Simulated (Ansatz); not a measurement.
**Abstraction of H: SnH3(SeH) + CHO2 → SnH2(SeH) + CH2O2**

Species: SnH3(SeH), singlet; CHO2 `O=[C]O`, doublet; SnH2(SeH), doublet; CH2O2 (formic acid) `O=CO`, singlet. A radical takes H: the energy is the difference in strength between the Sn–H bond broken and the C–H bond made.

Shapes, held fixed at every level: PBE0-D4/def2-TZVP. Flexible molecules stand in one conformer, not always the lowest. Programs: Ansatz 0.2.0. The zero-point and thermal change to 298 K, harmonic and unscaled (PBE0-D4/def2-TZVP), is +12.7 kJ/mol.

```csv
level,kind,ΔH(298 K) (kJ/mol),less CCSD(T)/def2-TZVPP
MP2/def2-SVP,perturbation theory,-112.9,-5.4
MP2/def2-TZVPP,perturbation theory,-114.0,-6.5
HF/def2-TZVPP,Hartree–Fock,-99.4,+8.1
SPW92/def2-TZVPP,LDA,-124.3,-16.8
BHLYP-D4/def2-TZVPP,global hybrid,-112.0,-4.5
B2PLYP/def2-TZVPP,double hybrid,-112.4,-4.9
CCSD(T)/def2-TZVPP,coupled cluster or CI,-107.5,0.0
```

The highest level, CCSD(T)/def2-TZVPP, gives ΔH(298 K) = -107.5 kJ/mol; the levels span -124.3 to -99.4. The column of differences is taken from that level and isn't an error. No measured value is set beside it here. Open shells run unrestricted. For atoms past krypton def2 sets carry core potentials with scalar relativity. Relativity is left out for Se. Outer-core shells of Se, Sn are correlated, in sets that cover them unevenly.
